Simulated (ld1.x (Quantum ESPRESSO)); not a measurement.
**What one change does to a pseudopotential (chromium (Cr), TM)**

ld1.x (Quantum ESPRESSO) 7.5 input, shortened:

```
&input
   title='Cr', zed=24., rel=1, dft='PBE', iswitch=3,
   config='[Ar] 3d5 4s1 4p0'
 /
 &inputp
   pseudotype=2, tm=.true., lloc=1,
   nlcc=.true., rcore=1.00
 /
3
4S  1  0   1.00   0.00  2.15  2.15  0.0
3D  3  2   5.00   0.00  2.05  2.05  0.0
3P  2  1   6.00   0.00  1.40  1.40  0.0
 &test
   configts(1)='3p6 3d5 4s1 4p0'
 /
```

All-electron outer shells of the reference configuration (PBE, scalar-relativistic, ld1.x):

```json
{"shell": "2p", "level (eV)": "-560.70", "outermost node (bohr)": "–", "outermost maximum (bohr)": "0.20"}
{"shell": "3s", "level (eV)": "-73.99", "outermost node (bohr)": "0.36", "outermost maximum (bohr)": "0.78"}
{"shell": "3p", "level (eV)": "-45.44", "outermost node (bohr)": "0.33", "outermost maximum (bohr)": "0.80"}
{"shell": "4s", "level (eV)": "-4.01", "outermost node (bohr)": "1.12", "outermost maximum (bohr)": "2.74"}
{"shell": "3d", "level (eV)": "-2.91", "outermost node (bohr)": "–", "outermost maximum (bohr)": "0.84"}
{"shell": "4p", "level (eV)": "-0.99", "outermost node (bohr)": "1.25", "outermost maximum (bohr)": "3.94"}
```

Change: wave 4s (bound): rc 2.15 bohr becomes 4s (bound): rc 3.18 bohr.

Cutoffs: the cutoffs (Ry, on a coarse ladder) from which the occupation-weighted sum of valence levels, in a spherical-Bessel basis at the reference potential, stays within 10 and 1 mRy of its value at 400 Ry; they do not see the model core or the augmentation charge, which bear on the density cutoff. Errors are all-electron minus pseudo energies relative to the spin-unpolarised reference configuration.

**Question.** What does the change do?

**Answer.** The potential gets neither clearly harder nor softer (60 Ry and 100 Ry → 60 Ry and 100 Ry); both files keep a bound ghost (s); of the 7 tests that both files solve, the error grows in 3 and shrinks in 4 by more than 15 % and 0.3 meV (median size 3.7 → 13.6 meV).

| quantity | base | changed |
| --- | --- | --- |
| cutoff, loose | 60 Ry | 60 Ry |
| cutoff, tight | 100 Ry | 100 Ry |
| bound ghosts | s | s |
| error for 3p6 3d5 4s0 4p0, meV [ΔE 6.90 eV] | -5.6 | -3.7 |
| error for 3p6 3d4 4s0 4p0, meV [ΔE 22.95 eV] | -2.7 | -29 |
| error for 3p6 3d3 4s0 4p0, meV [ΔE 53.70 eV] | +126 | +57 |
| error for 3p6 3d5.5 4s0.5 4p0, meV [ΔE 0.73 eV] | -3.7 | -0.3 |
| error for 3p6 3d4 4s1 4p1, meV [ΔE 3.51 eV] | +27 | +34 |
| error for 3p6 3d5 4s0.5 4p0, meV [ΔE 2.71 eV] | -1.2 | -0.5 |
| error for 3p6 3d4 4s1 4p0, meV [ΔE 7.99 eV] | +0.3 | +14 |

 A true bound ghost makes a file unfit for plane-wave use even where its test errors are small: the radial tests pick states by their node count and pass the ghost by.
